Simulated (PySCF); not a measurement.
C₅H₅Cl, SMILES CC#C/C=C\Cl. Atoms are numbered in the order given.

```xyz
11

C     -3.1525     0.4694     0.6593
C     -1.7935    -0.0366     0.7079
C     -0.6515    -0.4518     0.7383
C      0.6721    -0.9529     0.7955
C      1.6902    -0.5772     0.0039
Cl     1.5527     0.5996    -1.2366
H     -3.3950     1.0434     1.5679
H     -3.2957     1.1333    -0.2073
H     -3.8807    -0.3533     0.5800
H      0.8967    -1.7159     1.5495
H      2.6891    -1.0061     0.1029
```
Charge 0, spin multiplicity 1.

Geometry: PBE0-D3(BJ)/def2-SVP. The structure was generated by enumeration; whether it is a known compound was not checked.

Computed with HF/pcSseg-1 (PySCF).

GIAO shieldings, no solvent; atoms alike by connectivity are averaged. δ = σ(ref) − σ: ¹³C against TMS (σ = 192.6 ppm); ³⁵Cl against HCl (σ = 958.2 ppm); ¹H against TMS (σ = 31.99 ppm), references at their B3LYP-D3(BJ)/def2-TZVP geometries, non-relativistic (without spin–orbit terms, shifts of atoms bonded to Cl or Br come out too high).

Question: Estimate the chemical shifts. (Estimate from the structure and the level; the computed values follow.)

Answer: 
```json
[
 {"nucleus": "¹³C", "atoms": "C5", "count": "1", "δ (ppm)": "144.2"},
 {"nucleus": "¹³C", "atoms": "C4", "count": "1", "δ (ppm)": "124.1"},
 {"nucleus": "¹³C", "atoms": "C2", "count": "1", "δ (ppm)": "109.2"},
 {"nucleus": "¹³C", "atoms": "C3", "count": "1", "δ (ppm)": "71.1"},
 {"nucleus": "¹³C", "atoms": "C1", "count": "1", "δ (ppm)": "5.9"},
 {"nucleus": "³⁵Cl", "atoms": "Cl6", "count": "1", "δ (ppm)": "145.5"},
 {"nucleus": "¹H", "atoms": "H11", "count": "1", "δ (ppm)": "6.52"},
 {"nucleus": "¹H", "atoms": "H10", "count": "1", "δ (ppm)": "6.01"},
 {"nucleus": "¹H", "atoms": "H7, H8, H9", "count": "3", "δ (ppm)": "2.44"}
]
```
